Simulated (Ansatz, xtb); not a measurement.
**Relative energy of two isomers of C4H6BrFSi**

We compare X, `FCC1=CC[Si@@H]1Br`, a singlet, with Y, `F[C@]1(Br)C=C[SiH2]C1`, a singlet. Both are isolated molecules in the gas phase, relaxed with B3LYP/def2-SVP; the shapes shown needn't be the lowest conformers.

X (Å):

```xyz
13

C    -2.9703   -2.1706    2.2136
C    -1.8944   -1.6630    1.3198
C    -0.6990   -1.0980    1.6126
C     0.0006   -0.7026    0.3169
Br   -2.8145   -0.3475   -1.8432
F    -3.5403   -3.3149    1.6823
Si   -1.4910   -1.5756   -0.4992
H    -2.5833   -2.4046    3.2224
H    -3.7684   -1.4122    2.3199
H    -0.2746   -0.9496    2.6178
H     1.0098   -1.1269    0.1833
H     0.0572    0.3868    0.1577
H    -1.2394   -2.8533   -1.2162
```

Y (Å):

```yaml
atoms:
  - { symbol: C, position_ang: [-1.1439, -1.2946, -0.2042] }
  - { symbol: C, position_ang: [-1.8321, -0.1775, 0.5350] }
  - { symbol: C, position_ang: [-2.3069, -0.4293, 1.7674] }
  - { symbol: C, position_ang: [-0.7869, -2.4478, 0.7348] }
  - { symbol: Br, position_ang: [-2.4251, -1.9325, -1.6330] }
  - { symbol: F, position_ang: [-0.0506, -0.8241, -0.8727] }
  - { symbol: Si, position_ang: [-1.9487, -2.2153, 2.2298] }
  - { symbol: H, position_ang: [-1.9275, 0.7769, 0.0060] }
  - { symbol: H, position_ang: [-2.8369, 0.3417, 2.3335] }
  - { symbol: H, position_ang: [-3.1565, -3.0888, 2.2071] }
  - { symbol: H, position_ang: [-1.2632, -2.3932, 3.5422] }
  - { symbol: H, position_ang: [0.2462, -2.2597, 1.0750] }
  - { symbol: H, position_ang: [-0.8031, -3.4228, 0.2323] }
```

Task: Estimate which is lower in electronic energy at CCSD(T)/def2-SVP + ΔMP2/def2-TZVPP, and by roughly how much.

Result: The CCSD(T)/def2-SVP + ΔMP2/def2-TZVPP calculation puts structure X lower, by 14.4 kcal/mol.

The same difference at several levels:

| level | geometry | E(Y) − E(X) (kcal/mol) | departure from the last row (kcal/mol) | job, with rough time for the two |
| --- | --- | --- | --- | --- |
| GFN2-xTB | GFN2-xTB | +11.1 | −3.3 | optimisation, 0.22 s |
| HF/STO-3G | GFN2-xTB | +3.4 | −11.0 | single point, 0.54 s |
| r2SCAN-D4/def2-SVP | GFN2-xTB | +11.0 | −3.4 | single point, 5 s |
| B3LYP/def2-SVP | B3LYP/def2-SVP | +14.7 | +0.3 | optimisation, 74 s |
| HF/def2-SVP | B3LYP/def2-SVP | +20.5 | +6.1 | part of the CCSD(T) run |
| MP2/def2-SVP | B3LYP/def2-SVP | +15.0 | +0.5 | part of the CCSD(T) run |
| CCSD(T)/def2-SVP | B3LYP/def2-SVP | +13.9 | −0.5 | single point |
| CCSD(T)/def2-SVP + ΔMP2/def2-TZVPP | B3LYP/def2-SVP | +14.4 |  | single point, 2 min |

As drawn, Y has 1 C–Br, 1 Si–H in place of 1 Br–Si, 1 C–H. Structure X has a 4-membered ring, Y a 5-membered ring.

The levels shown agree on the order. The largest departure from CCSD(T)/def2-SVP + ΔMP2/def2-TZVPP is that of HF/STO-3G, 11.0 kcal/mol. The last row adds to CCSD(T) the change of the MP2 difference between the two basis sets, here +0.5 kcal/mol.

With thermal terms from frequencies at re-optimised GFN2-xTB minima (ideal gas, soft modes damped towards free rotors, one conformer each, 298.15 K, 1 atm): on the last row, ΔE + ΔZPE = +12.5, ΔH = +12.1, ΔG = +13.6 kcal/mol.

The correlated steps freeze 19 core orbitals; the filled d shell of Br is correlated, in a basis made for valence electrons. Codes used: Ansatz 0.2.0, xtb 6.7.1; the last row on 4 threads of Arm Neoverse V1 on a shared host.
